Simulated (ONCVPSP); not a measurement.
## Be, ONCV: configuration errors across variants

Be, optimised norm-conserving Vanderbilt (ONCV), made with ONCVPSP 4.0.1 (PBE, scalar-relativistic). Core none, reference 1s2 2s1 (charge +1). Waves: 1s+2s: rc 0.80 bohr, ncon 4, nbas 7, qcut 16.1 1/bohr, 2 projectors; p scattering state at 0.39 Ha: rc 0.85 bohr, ncon 4, nbas 7, qcut 11 1/bohr, 1 projector; d scattering state at 0.1 Ha: rc 0.70 bohr, ncon 4, nbas 8, qcut 12 1/bohr, 2 projectors, debl 2 Ha. Local part: polynomial inside 0.65 bohr (lpopt 5, dvloc0 0 Ha). Core correction: none.

All-electron excitation energies from the reference (eV): (1) 1s2 2s2 -9.551; (2) 1s2 2s0 17.948; (3) 1s2 2s1.5 -5.790; (4) 1s1 2s2 118.730.

1 further variants failed, have other tests or another functional or relativity, and are left out.

Errors AE − PS in meV (a dash: test not solved or not reliable):

```csv
change,(1),(2),(3),(4),bound ghosts,GHOST(+) flags above zero
base,+0.3,+1.6,+0.1,+925,none,none
"local potential polynomial inside 0.45 bohr (lpopt 5, dvloc0 6 Ha)",+0.3,+1.6,+0.1,+925,none,none
"p: rc 0.6; local potential polynomial inside 0.60 bohr (lpopt 5, dvloc0 0 Ha)",+0.3,+1.6,+0.1,+925,none,none
s: qcut 16.9; p: qcut 11.5; d: qcut 12.6,+0.3,+1.5,+0.1,+868,none,none
"all radii scaled by about 1.08 (s 0.86, p 0.92, d 0.76 bohr); local potential polynomial inside 0.70 bohr (lpopt 5, dvloc0 0 Ha)",+0.4,+1.7,+0.1,+1094,none,none
p: rc 1.04,+0.3,+1.6,+0.1,+925,none,none
```

Task: Give the same row for: s: qcut 23.9.

Result: +0.2, +1.2, +0.1, +650; bound ghosts: none; GHOST(+) flags above zero: none.
